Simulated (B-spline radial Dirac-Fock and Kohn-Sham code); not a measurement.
Photoemission from Ir at 6770 eV, detector at θ = 60°, φ = 180°

System: neutral iridium, 1s2 2s2 2p6 3s2 3p6 3d10 4s2 4p6 4d10 4f14 5s2 5p6 5d7 6s2. Calculated with a B-spline atomic structure program, using Dirac-Hartree-Slater photoionisation with a Latter tail; cross sections with all multipoles, angular parameters from the dipole term and its interference with E2. Thresholds are tabulated edges, those marked * orbital energies of the model. For linearly polarised light dσ/dΩ = σ/(4π) [1 + β P₂(cos θ) + (δ + γ cos²θ) sin θ cos φ], with θ from the polarisation vector and φ the angle between the beam and the projection of the electron momentum on the plane normal to the polarisation. The dipole factor is 1 + βP₂ and the non-dipole term is the rest of the bracket. Open shells are filled statistically over j.

```
subshell  threshold (eV)  σ (kb)     β      γ       δ  dipole factor  non-dipole term  dσ/dΩ (kb/sr)
      3s          3174.0    7.96  1.93   0.10  -0.002          0.759           -0.020          0.468
   3p1/2          2909.0    10.9  1.59   0.04   0.000          0.801           -0.008          0.686
   3p3/2          2551.0    20.3  1.68   0.06   0.017          0.790           -0.028           1.23
   3d3/2          2116.0    14.2  1.28   0.80   0.120          0.840           -0.279          0.635
   3d5/2          2040.0    19.0  1.20   0.85   0.126          0.850           -0.294          0.842
      4s           691.1    2.21  1.94  -0.12  -0.002          0.758           +0.027          0.138
   4p1/2           577.8    2.61  1.65   0.20  -0.003          0.794           -0.041          0.156
   4p3/2           495.8    4.64  1.74   0.26   0.015          0.782           -0.068          0.264
   4d3/2           311.9    2.69  1.31   0.98   0.103          0.837           -0.303          0.114
   4d5/2           296.3    3.57  1.19   1.00   0.115          0.851           -0.316          0.152
   4f5/2           63.80   0.339  0.81   1.30   0.320          0.899           -0.559        0.00917
   4f7/2           60.80   0.416  0.78   1.29   0.329          0.902           -0.565         0.0112
      5s           95.20   0.441  1.94  -0.14  -0.002          0.758           +0.032         0.0277
   5p1/2           63.00   0.443  1.65   0.24  -0.004          0.793           -0.050         0.0262
   5p3/2          56.26*   0.751  1.75   0.30   0.014          0.781           -0.077         0.0421
   5d3/2          11.48*   0.165  1.31   1.01   0.101          0.837           -0.306        0.00696
   5d5/2          10.08*   0.209  1.19   1.02   0.114          0.851           -0.319        0.00887
      6s           8.41*  0.0418  1.94  -0.14  -0.002          0.758           +0.032        0.00263
```
